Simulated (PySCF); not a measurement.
A side-by-side comparison of computed properties.

First species: C7H4FN.
Structure used (GFN2-xTB), in Å, numbered top down from 1:
```xyz
13
C7H4FN angstrom
N      3.5274   -0.7379   -0.4670
C      2.4152   -0.5053   -0.3188
C      1.0417   -0.2179   -0.1375
C      0.1251   -1.2631   -0.0119
C     -1.2158   -0.9847    0.1630
C     -1.6218    0.3391    0.2099
F     -2.9272    0.6124    0.3785
C     -0.7286    1.3912    0.0889
C      0.6117    1.1090   -0.0849
H      0.4696   -2.2853   -0.0525
H     -1.9446   -1.7733    0.2633
H     -1.0872    2.4075    0.1324
H      1.3303    1.9087   -0.1811
```

Second species: C5H6FNSi.
SMILES: `c1cc([SiH3])ncc1F`

Levels: PBE0/def2-SVPD for dipole moment, HOMO energy, LUMO energy, HOMO–LUMO gap, static isotropic polarisability and electronic spatial extent ⟨r²⟩ about the centre of nuclear charge; TDDFT PBE0/def2-SVPD for lowest singlet excitation; TDA PBE0/def2-SVPD for lowest triplet excitation (Tamm–Dancoff); GFN2-xTB for rotational constant A and rotational constant C. Geometries: GFN2-xTB. All species are isolated and taken at one optimised geometry, non-relativistic unless stated; the electronic structure was computed with PySCF and density fitting.

(1) Which of the two has the higher static isotropic polarisability, and by how much?

(2) Which has the higher ⟨r²⟩?

(3) Which of the two has the higher S1 energy, and by how much?

(4) Which of the two has the higher rotational constant A, and by how much?

(5) Which has the higher HOMO energy?

(6) Which of the two has the higher dipole moment, and by how much?

(7) Which has the higher LUMO energy?

(8) Which of the two has the higher T1 energy, and by how much?

Results:

(1) The second: 90.5 au against 83.7 au, a difference of 6.8 au.

(2) The second: 1307 bohr² against 1226 bohr², a difference of 81 bohr².

(3) The first: 5.23 eV against 4.54 eV, a difference of 0.69 eV.

(4) The first: 5.680 GHz against 5.550 GHz, a difference of 0.130 GHz.

(5) The second: -7.53 eV against -7.85 eV, a difference of 0.32 eV.

(6) The first: 3.13 D against 1.75 D, a difference of 1.38 D.

(7) The second: -1.32 eV against -1.68 eV, a difference of 0.36 eV.

(8) The second: 3.83 eV against 3.76 eV, a difference of 0.07 eV.

On the first: In atomic units the dipole is 1.23 e·bohr (1 au = 2.5417 D). The 8 singlets span 5.23 to 7.41 eV, and their oscillator strengths add up to 1.11.

On the second: In atomic units the dipole is 0.69 e·bohr (1 au = 2.5417 D). The principal polarisabilities are 59.9, 90.8 and 120.8 au; their mean is the isotropic value. GFN2-xTB frequencies show an imaginary mode (35i cm⁻¹), so this geometry is no minimum at that level.
